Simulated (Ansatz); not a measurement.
Program: Ansatz. Geometries: PBE0-D4/def2-TZVP. ΔE: electronic, gas phase. CCSD(T)/CBS adds triple-zeta CCSD(T) − MP2 to the extrapolated MP2 energy (def2 sets, frozen cores). Functionals use def2-TZVPP. def2 core potentials past Kr. For Nb outer-core shells are correlated without core-valence functions, which leaves a few kJ/mol of doubt a bond. Each species was taken in one conformer, which may not be the lowest.

`[F][Nb]([F])(=[S])[Cl]` + `O[SiH2]O` → `[OH][Nb]([F])(=[S])[Cl]` + `O[SiH2]F`  (redistribution)

```csv
level,ΔE (kcal/mol)
PBE0-D4,-5.1
r2SCAN0-D4,-5.5
ωB97M-V,-5.1
LC-ωPBE,-4.4
```

Q: What does CCSD(T)/CBS give? (Best estimate.)

A: The calculation gave: -6.4 kcal/mol. The listed levels differ from it by 1.3, 0.9, 1.3, 2.0 kcal/mol.

Largest T1 diagnostic among the species: 0.023, so the coupled-cluster value is less sure than usual.

Leaving LDA and LC-ωPBE aside and taking each functional with its dispersion term where it has one, the values, not all of them listed here, spread over 2.3 kcal/mol, from BHLYP-D4 to revPBE-D4. LDA lies −0.8 kcal/mol from PBE without D4. From r2SCAN to r2SCAN0 (25 % exact exchange), in def2-TZVPP and without D4, ΔE moves by −0.8 kcal/mol.
